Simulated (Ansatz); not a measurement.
Species: sum formula HB2O2, net charge 1, singlet state. It need not be the lowest isomer of its formula. 
Structure (B3LYP-D3(BJ)/def2-TZVP (Ansatz, a program for electronic structure) minimum search):
SMILES: O=BB=[OH+]
```xyz
5

O      0.0000     0.0000    -1.9166
B      0.0000     0.0000    -0.7007
B      0.0000     0.0000     0.9380
O      0.0000     0.0000     2.1292
H      0.0000     0.0000    -2.8868
```
Charge +1, spin multiplicity 1.

Basis-set convergence of Hartree-Fock and CCSD correlation energies (hartree) with Ansatz. Correlated levels leave the core frozen unless marked. Spin-orbit coupling is left out. No relativistic terms.

| basis | functions | E(HF) | E(corr, CCSD) |
|---|---|---|---|
| aug-cc-pVDZ | 101 | -199.46510 | -0.53497 |
| aug-cc-pVTZ | 207 | … | … |

Problem. What belongs in the gaps?

Solution. 
- aug-cc-pVTZ, E(HF): -199.51872
- aug-cc-pVTZ, E(corr, CCSD): -0.63711
